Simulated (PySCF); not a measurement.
**Polarisability and C₆ of Pt (platinum, neutral)**

[Xe] 4f14 5d8 6s2, high-spin 3F determinant (an excited configuration). All numbers are calculated (PySCF 2.14, scalar relativity through the core potential, in aug-cc-pVQZ-PP with ECP60MDF). Coupled (time-dependent) response in atomic units; α is the mean over directions.

| method | mean α (bohr³) | C₆ (like pair) | S(−4) |
| --- | --- | --- | --- |
| TPSSh | 44.94 | 480.0 | 695.7 |

S(−4) is the Cauchy moment in α(ω) = α(0) + S(−4) ω² + …

Spin-orbit coupling is absent.

α(iu) at TPSSh:

```
u (hartree)  α(iu) (bohr³)
          0          44.94
     0.0500          43.29
      0.100          39.19
      0.200          29.53
      0.300          22.14
      0.500          13.86
      0.750          9.055
       1.00          6.543
       1.50          3.981
       2.00          2.704
       3.00          1.484
       5.00         0.6363
```

A single London oscillator, α(iu) = α/(1 + u²/ω²), gives C₆ = (3/4) ω α². Matching the computed C₆ needs ω = 4 × 480.0 / (3 × 44.94²) = 0.317 hartree.

Energies and moments cover only the electrons outside the core potential. Spin-orbit coupling, absent here, splits the open shell strongly.
